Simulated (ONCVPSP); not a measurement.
# u(r) = r·R(r): atom against pseudo-atom (Rb)

Columns: radius, all-electron u(r) and pseudo u(r) of the 4p shell (level -15.96 eV) of rubidium in the configuration [Ar] 3d10 4s2 4p6 5s1; PBE, scalar-relativistic, ONCV scheme, ONCVPSP 4.0.1.

```
r (bohr)  all-electron  pseudo
   0.115        0.2278  0.0145
   0.230       -0.1550  0.0568
   0.345       -0.3927  0.1234
   0.460       -0.3457  0.2090
   0.575       -0.1414  0.3072
   0.690        0.1069  0.4107
   0.805        0.3382  0.5123
   0.920        0.5270  0.6055
   1.035        0.6675  0.6850
   1.150        0.7624  0.7471
   1.265        0.8179  0.7896
   1.380        0.8414  0.8124
   1.495        0.8399  0.8164
   1.610        0.8202  0.8040
   1.725        0.7874  0.7780
   1.840        0.7461  0.7416
   1.955        0.6997  0.6981
   2.070        0.6507  0.6503
   2.185        0.6010  0.6010
   2.300        0.5521  0.5520
   2.415        0.5048  0.5048
   2.530        0.4598  0.4598
   2.645        0.4175  0.4175
   2.760        0.3781  0.3781
   2.875        0.3417  0.3417
   2.990        0.3082  0.3082
```

**Question.** How many radial nodes do the two functions have?

**Answer.** The all-electron 4p function has n − l − 1 = 2; the pseudo-wave has 0, since the states of the same l below it are removed with the core.

**Question.** At about which radius was the pseudo-wave matched?

**Answer.** 2.30 bohr. The columns agree to 0.0005 from 2.07 bohr on; several derivatives are matched, so the curves merge somewhat inside the radius.

**Question.** Where does each function peak?

**Answer.** Outermost all-electron maximum near 1.38 bohr, pseudo maximum near 1.50 bohr (to the table’s step).

**Question.** Is the pseudo-wave norm-conserving?

**Answer.** Yes: the ONCV scheme keeps the norm inside the radius equal to the all-electron one, which fixes the energy derivative of the logarithmic derivative at the level.
